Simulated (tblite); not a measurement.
Compound: C₆H₇ClF (doublet state).
Atom-mapped SMILES: `[CH2:1]=[C:2]([CH3:3])/[C:4]([F:5])=[CH:6]/[CH:7][Cl:8]` (hydrogens: H9, H10 on C1; H11, H12, H13 on C3; H14 on C6; H15 on C7)

Structure optimised with GFN2-xTB, isolated species. This method treats the open shell by occupation alone, without spin polarisation.

(1) Give the optimised bond lengths and angles.

Results:

(1) 
```tsv
bond	length (Å)
C1=C2	1.352
C2–C3	1.502
C2–C4	1.420
C4–F5	1.357
C4=C6	1.397
C6–C7	1.360
C7–Cl8	1.703
C1–H9	1.075
C1–H10	1.075
C3–H11, C3–H12, C3–H13	1.088
C6–H14	1.078
C7–H15	1.078
```

Bonds in one row agree within 0.01 Å and their mean is given. A selection of angles:
```tsv
angle	degrees
C1–C2–C3	121.0
C1–C2–C4	121.1
C3–C2–C4	117.9
C2–C4–F5	116.3
C2–C4–C6	127.6
F5–C4–C6	116.1
C4–C6–C7	123.3
C6–C7–Cl8	121.9
```

Torsions: C1–C2–C4–F5 0° (synperiplanar); C2–C4–C6–C7 180° (antiperiplanar); C4–C6–C7–Cl8 180° (antiperiplanar).

The 5 C–C bonds span 1.352 Å (C1=C2, drawn double in a drawing that doesn't fit all lengths) to 1.502 Å (C2–C3, drawn single in a drawing that doesn't fit all lengths), a spread of 0.150 Å. C1 (carbon bonded to C and 2 H) is planar (angles 121.6°, 121.3° and 117.1°, sum 360.0°, 0.00 Å off the plane of its three neighbours). C6 (carbon bonded to 2 C and H) is planar (angles 123.3°, 119.3° and 117.4°, sum 360.0°, 0.00 Å off the plane of its three neighbours). Of the pairs four or more bonds apart, F5···H10 is among the closest relative to their van der Waals radii: 2.40 Å, 90 % of the sum of Bondi's values. C2 (carbon bonded to 3 C) is planar (angles 121.1°, 121.0° and 117.9°, sum 360.0°, 0.00 Å off the plane of its three neighbours). C4 (carbon bonded to 2 C and F) is planar (angles 127.6°, 116.3° and 116.1°, sum 360.0°, 0.00 Å off the plane of its three neighbours). The 8 heavy atoms lie in one plane (0.003 Å rms).

Point group: Cs (tolerance 0.08 Å). Its GFN2-xTB frequencies are all real (lowest 74 cm⁻¹).

Time: 0.47 s wall. Hardware: one thread of an Arm Neoverse V2, shared host with 96 logical CPUs at a one-minute load of 32. That covers the optimisation of the geometry.

One conformer stands for the species.

All values are computed, not measured.
